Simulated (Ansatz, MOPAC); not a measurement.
C22H28 rod of 4 cages `C1C2CC3C4CC56CC7CC8C9CC(C2)(C(C14)C85)C3C6C9C7`, neutral singlet in the gas phase. 

Cartesian coordinates (Å):
SMILES: C1C2CC3C4CC56CC7CC8C9CC(C2)(C(C14)C85)C3C6C9C7
```xyz
50

C     -1.3519    -3.1273    -0.4518
C     -2.2429    -2.2429    -1.3430
C     -3.1273    -1.3518    -0.4518
C     -2.2390    -0.4662     0.4360
C     -1.3351    -1.3350     1.3417
C     -0.4468    -0.4468     2.2214
C      0.4523     0.4523     1.3592
C      1.3517     1.3517     2.2250
C      2.2429     2.2429     1.3429
C      3.1273     1.3518     0.4518
C      2.2390     0.4662    -0.4361
C      1.3351     1.3351    -1.3417
C      0.4468     0.4468    -2.2214
C     -0.4523    -0.4523    -1.3592
C     -1.3517    -1.3517    -2.2251
C      0.4330    -1.3336    -0.4330
C     -0.4662    -2.2390     0.4360
C      1.3336    -0.4330     0.4330
C     -1.3336     0.4331    -0.4330
C     -0.4331     1.3336     0.4330
C      0.4662     2.2390    -0.4361
C      1.3518     3.1273     0.4518
H     -0.7164    -3.7869    -1.0816
H     -1.9809    -3.7909     0.1803
H     -2.8837    -2.8836    -1.9857
H     -3.7870    -0.7163    -1.0816
H     -3.7910    -1.9808     0.1803
H     -2.8759     0.1825     1.0779
H     -1.9775    -1.9774     1.9842
H     -1.0759     0.1877     2.8843
H      0.1877    -1.0759     2.8843
H      0.7154     1.9785     2.8884
H      1.9785     0.7154     2.8884
H      2.8837     2.8837     1.9856
H      3.7869     0.7163     1.0816
H      3.7910     1.9808    -0.1803
H      2.8758    -0.1825    -1.0779
H      1.9774     1.9775    -1.9842
H      1.0759    -0.1877    -2.8844
H     -0.1877     1.0759    -2.8844
H     -0.7154    -1.9785    -2.8884
H     -1.9785    -0.7153    -2.8884
H      1.0795    -1.9743    -1.0765
H      0.1825    -2.8758     1.0779
H      1.9743    -1.0795     1.0764
H     -1.9743     1.0795    -1.0765
H     -1.0795     1.9743     1.0764
H     -0.1825     2.8759    -1.0779
H      0.7163     3.7870     1.0816
H      1.9808     3.7910    -0.1803
```
Charge 0, multiplicity 1.

All levels are single points at this geometry (PBE-D3(BJ)/def2-SVP); Pople sets use spherical d functions. Orbital energies aren't observables, and empty levels follow the basis.

| level | HOMO (eV) | LUMO (eV) | gap (eV) | dipole (D) | vertical IE, Delta-SCF (eV) |
|---|---|---|---|---|---|
| PBE-D3(BJ)/def2-SVP in Ansatz | -5.80 | 0.44 | 6.24 | 0.00 | 7.76 |
| PBE0-D3(BJ)/def2-SVP in Ansatz | -7.02 | 1.30 | 8.31 | 0.00 | 8.35 |
| AM1 in MOPAC | -9.86 | 3.30 | 13.16 | 0.00 | – |
| PM3 in MOPAC | -10.33 | 3.26 | 13.59 | 0.00 | – |
| PM6 in MOPAC | -9.49 | 3.66 | 13.15 | 0.00 | – |
| PM7 in MOPAC | -9.45 | 3.63 | 13.08 | 0.00 | – |

Ansatz is an electronic-structure program.
